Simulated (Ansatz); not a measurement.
Calculation: frozen-core CCSD(T)/cc-pVTZ // PBE0-D3(BJ)/def2-TZVP run with Ansatz (an electronic-structure program). The restricted HF reference is unstable towards unrestricted orbitals.

Ansatz 0.2 input:
```yaml
crystal:
  periodic: [false, false, false]
  atoms:
    - { symbol: C, position_ang: [1.937334, -0.284112, -0.393567] }
    - { symbol: Si, position_ang: [0.167132, 0.178621, 0.018909] }
    - { symbol: Si, position_ang: [-0.456829, 2.179388, 0.428372] }
    - { symbol: Si, position_ang: [-1.495012, -1.429712, 0.034798] }
    - { symbol: H, position_ang: [2.321496, -1.009426, 0.327045] }
    - { symbol: H, position_ang: [2.575389, 0.600702, -0.369734] }
    - { symbol: H, position_ang: [1.996186, -0.729226, -1.389193] }
    - { symbol: H, position_ang: [-1.869033, 2.476929, 0.752154] }
    - { symbol: H, position_ang: [0.444757, 3.354673, 0.465551] }
    - { symbol: H, position_ang: [-1.634351, -2.087978, -1.293932] }
    - { symbol: H, position_ang: [-1.214954, -2.495802, 1.036282] }
    - { symbol: H, position_ang: [-2.772116, -0.75406, 0.383318] }
basis:
  gaussian: { orbitals: cc-pVTZ }
correlation:
  method: ccsd_t
```

Output:

```
Functional definition: HF
1380 factors; integrals over basis functions are off by at most 1.3e-3 eV
mean field evaluation 1: about -24740.8696 eV, gradient 2.6e1 eV
mean field evaluation 2: about -24741.1541 eV, gradient 2.6e1 eV
mean field evaluation 4: about -24743.7192 eV, gradient 3.4e0 eV
mean field evaluation 8: about -24743.7768 eV, gradient 1.7e-1 eV
mean field evaluation 16: about -24743.0155 eV, gradient 9.9e0 eV
mean field -24743.77701604 eV, -909.3170334050 hartree, gradient 5.6e-6 eV, S^2 0.000000; 0 other end points of the search recorded, 0 dependent functions left out; unrestricted orbitals would lower it
16 core orbitals not correlated
reference -24743.77701604 eV, -909.3170334050 hartree; 12, 12 occupied and 216, 216 virtual orbitals, 1380 factors
second order -14.86652229 eV of doubles, -0.00000000 eV of singles
cycle   1  -16.09165722 eV  change    -1.2e0 eV  update   1.0e-1
cycle   2  -16.63290190 eV  change   -5.4e-1 eV  update   3.4e-2
cycle   3  -16.70375795 eV  change   -7.1e-2 eV  update   1.3e-2
cycle   4  -16.69765124 eV  change    6.1e-3 eV  update   4.2e-3
cycle   5  -16.69625617 eV  change    1.4e-3 eV  update   1.3e-3
cycle   6  -16.69593225 eV  change    3.2e-4 eV  update   3.9e-4
cycle   7  -16.69595035 eV  change   -1.8e-5 eV  update   1.1e-4
cycle   8  -16.69600287 eV  change   -5.3e-5 eV  update   4.0e-5
cycle   9  -16.69600420 eV  change   -1.3e-6 eV  update   1.2e-5
perturbative correction -0.73404988 eV, -0.0269758356 hartree
Total energy: -24761.20707013 eV, -909.9575760782 hartree
```

Cost: about 4 core-minutes (a rough figure).
